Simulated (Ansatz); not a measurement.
(GaAs)n off: binding per atom (eV) at several levels, gas phase, relaxed structures; Ansatz. Clusters are the lowest isomers that short searches found in that spin, judged at the geometry's level. Binding counts from free atoms in the multiplicity of their measured ground term, without zero-point energy. The structures are stationary points that may keep the symmetry of their start.

| species | state | geometry | PBE-D4/def2-SVP | B3LYP-D4/6-31G | PBE0-D4/def2-SVP |
| --- | --- | --- | --- | --- | --- |
| Ga2As3 | doublet | r2SCAN-D4/def2-SVP | 2.49 | 1.97 | 2.32 |
| Ga3As4 | doublet | PBE-D4/def2-SVP | 2.59 | 2.13 | 2.40 |

Problem. Estimate the rows for GaAs2 (doublet, r2SCAN-D4/def2-TZVP geometry).

Solution. 
```tsv
species	state	geometry	PBE-D4/def2-SVP	B3LYP-D4/6-31G	PBE0-D4/def2-SVP
GaAs2	doublet	r2SCAN-D4/def2-TZVP	2.06	1.65	1.87
```
